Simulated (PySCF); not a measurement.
Si(H)2(OMe)(SMe) (C2H8OSSi), SMILES CO[SiH2]SC. The structure is a stationary point at PBE-D3(BJ)/def2-SVP. One conformer was computed; it need not be the lowest.

Computed equilibrium geometry at PBE-D3(BJ)/def2-SVP (PySCF confirms it by a frequency run) as a Z-matrix (one conformer of several):
```
Si
O 1 1.6791
C 2 1.4141 1 122.61
H 3 1.1092 2 108.66 1 176.74
H 3 1.1145 4 108.02 2 -121.28
H 3 1.1162 4 107.88 5 -116.62
H 1 1.4941 2 105.03 3 173.12
H 1 1.5098 7 113.23 2 -119.86
S 1 2.1537 7 107.35 8 -117.53
C 9 1.8403 1 100.88 7 156.65
H 10 1.1063 9 106.64 1 -164.40
H 10 1.1069 11 108.79 9 120.49
H 10 1.1073 11 108.79 12 119.47
```
